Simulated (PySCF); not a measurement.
PySCF input (BP86/def2-SVP):

```python
from pyscf import gto, dft

mol = gto.M(
    atom='''
    C     1.11883000   -1.52529800   -0.09991500
    Si    0.07122600   -0.00195000   -0.15742900
    C    -1.40982400   -0.09405900   -1.26168400
    C     0.99507600    1.60007600   -0.19462700
    N    -0.72647600    0.01989400    1.60572300
    H     1.62821400   -1.64321700   -1.05998900
    H     1.89306700   -1.46909000    0.66800700
    H     0.52911100   -2.42985600    0.06232000
    H    -2.06557600    0.77203000   -1.15126300
    H    -1.99573100   -1.00068000   -1.09720300
    H    -1.07676000   -0.11267200   -2.30276200
    H     1.76984800    1.65143500    0.57310000
    H     0.33548800    2.46339500   -0.08540900
    H     1.49544100    1.69983700   -1.16147800
    H    -1.35137800    0.81788300    1.73031400
    H    -1.27739700   -0.82122500    1.78409300
    H    -0.02064200    0.07589500    2.34157100
    ''',
    basis='def2-svp',
    charge=1,
    spin=0,
    verbose=4,
)

mf = dft.RKS(mol, xc='bp86').density_fit(auxbasis='def2-universal-jkfit')
mf.grids.level = 3
mf.conv_tol = 1e-9
mf.max_cycle = 100
mf.max_memory = 1500
mf.kernel()
if not mf.converged:
    mf = mf.newton()
    mf.kernel(mf.make_rdm1())
mf.dip_moment()
```

From the output:

```
[INPUT] 16 H     -1.277397000000  -0.821225000000   1.784093000000 AA   -2.413930482341  -1.551890336646   3.371447150754 Bohr   0.0
[INPUT] 17 H     -0.020642000000   0.075895000000   2.341571000000 AA   -0.039007726663   0.143420764224   4.424927891224 Bohr   0.0

nuclear repulsion = 258.325172381626
number of shells = 68
number of NR pGTOs = 216
number of NR cGTOs = 134
basis = def2-svp
ecp = {}

******** <class 'pyscf.df.df_jk.DFRKS'> ********
method = DFRKS
initial guess = minao
damping factor = 0
level_shift factor = 0
DIIS = <class 'pyscf.scf.diis.CDIIS'>
diis_start_cycle = 1
diis_space = 8
diis_damp = 0
SCF conv_tol = 1e-09
SCF conv_tol_grad = None
SCF max_cycles = 100
direct_scf = False
XC library pyscf.dft.libxc version 7.1.2
    S. Lehtola, C. Steigemann, M. J. T. Oliveira, and M. A. L. Marques,  SoftwareX 7, 1–5 (2018)
XC functionals = bp86
    A. D. Becke,  Phys. Rev. A 38, 3098 (1988)
    J. P. Perdew,  Phys. Rev. B 33, 8822 (1986)
    J. P. Perdew,  Phys. Rev. B 34, 7406–7406 (1986)
radial grids:
    Treutler-Ahlrichs [JCP 102, 346 (1995); DOI:10.1063/1.469408] (M4) radial grids

becke partition: Becke, JCP 88, 2547 (1988); DOI:10.1063/1.454033
pruning grids: <function nwchem_prune>
grids dens level: 3
symmetrized grids: False
atomic radii adjust function: <function treutler_atomic_radii_adjust>
small_rho_cutoff = 0
Set gradient conv threshold to 3.16228e-05
Initial guess from minao.
tot grids = 193136
init E= -465.597599582942
  HOMO = -0.375578763178433  LUMO = -0.032050519919423  gap/eV = 9.34788
cycle= 1 E= -465.290837806287  delta_E= 0.307  |g|= 0.68  |ddm|= 3.83
  HOMO = -0.375902670144413  LUMO = -0.182259299975201  gap/eV = 5.26930
cycle= 2 E= -465.16740245808  delta_E= 0.123  |g|= 0.94  |ddm|= 1.65
  HOMO = -0.451699406866777  LUMO = -0.185022615284937  gap/eV = 7.25665
cycle= 3 E= -465.41568957294  delta_E= -0.248  |g|= 0.037  |ddm|= 0.986
  HOMO = -0.446889741357877  LUMO = -0.18201807842999  gap/eV = 7.20753
cycle= 4 E= -465.415896792649  delta_E= -0.000207  |g|= 0.0266  |ddm|= 0.0582
  HOMO = -0.447977834175737  LUMO = -0.180776561282832  gap/eV = 7.27092
cycle= 5 E= -465.416055325643  delta_E= -0.000159  |g|= 0.00563  |ddm|= 0.0241
  HOMO = -0.448194948780119  LUMO = -0.181352013698148  gap/eV = 7.26117
cycle= 6 E= -465.416062495519  delta_E= -7.17e-06  |g|= 0.00144  |ddm|= 0.0069
  HOMO = -0.448029026404171  LUMO = -0.181335172809881  gap/eV = 7.25711
cycle= 7 E= -465.416063053969  delta_E= -5.58e-07  |g|= 0.000246  |ddm|= 0.00208
  HOMO = -0.448061652939725  LUMO = -0.181354596256495  gap/eV = 7.25747
cycle= 8 E= -465.416063078495  delta_E= -2.45e-08  |g|= 4.27e-05  |ddm|= 0.000361
  HOMO = -0.448061881359942  LUMO = -0.181348808968778  gap/eV = 7.25763
cycle= 9 E= -465.41606307562  delta_E= 2.87e-09  |g|= 1.3e-05  |ddm|= 8.01e-05
  HOMO = -0.448062327196819  LUMO = -0.181349099088289  gap/eV = 7.25764
cycle= 10 E= -465.416063075672  delta_E= -5.18e-11  |g|= 5.61e-07  |ddm|= 1.75e-05
  HOMO = -0.448062187857622  LUMO = -0.181349021506526  gap/eV = 7.25763
Extra cycle  E= -465.416063075672  delta_E= -2.27e-13  |g|= 4.43e-07  |ddm|= 1.15e-06
converged SCF energy = -465.416063075672

WARN: System has nonzero charge 1; the dipole moment is origin-dependent.
Location of origin: [0. 0. 0.]

Dipole moment(X, Y, Z, Debye): -1.78132,  0.04875,  3.93728
```

The dipole moment of an ion depends on the origin.

The geometry given is a B3LYP-D3(BJ)/def2-TZVP minimum.
